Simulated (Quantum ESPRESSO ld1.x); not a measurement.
Problem. Species: the platinum ion Pt2+. Configuration: [Xe] 4f14 5d8 (the NIST ground configuration). Method: scalar-relativistic Kohn-Sham, LDA (Slater exchange, Perdew-Wang correlation), spin-polarised, spherical densities, point nucleus; open shells are filled with parallel spins first; computed with ld1.x of Quantum ESPRESSO 7.5. Some entries of the table are withheld. Estimate them.

orbital  occ.  eigenvalue (hartree)  <r> (bohr)
1s up       1              -2881.03     0.01715
1s down     1              -2881.03     0.01715
2s up       1              -506.807     0.07238
2s down     1              -506.802     0.07238
2p up       3              -439.455     0.06525
2p down     3              -439.450     0.06525
3s up       1              -119.625      0.1872
3s down     1              -119.622      0.1872
3p up       3              -100.016      0.1883
3p down     3              -100.014      0.1883
3d up       5              -78.7287      0.1705
3d down     5              -78.7250      0.1705
4s up       1              -26.2914      0.4153
4s down     1              -26.2862      0.4153
4p up       3              -19.8594      0.4422
4p down     3              -19.8542      0.4422
4d up       5              -12.0508      0.4685
4d down     5              -12.0447      0.4684
5s up       1              -4.54274      0.9510
5s down     1              -4.50889      0.9492
4f up       7                   (1)      0.5165
4f down     7                   (2)      0.5156
5p up       3                   (3)       1.100
5p down     3                   (4)       1.098
5d up       5              -0.98178       1.554
5d down     3              -0.93825       1.564

Solution. 
(1) 4f up eigenvalue (hartree): -3.36884
(2) 4f down eigenvalue (hartree): -3.36002
(3) 5p up eigenvalue (hartree): -2.85389
(4) 5p down eigenvalue (hartree): -2.81336
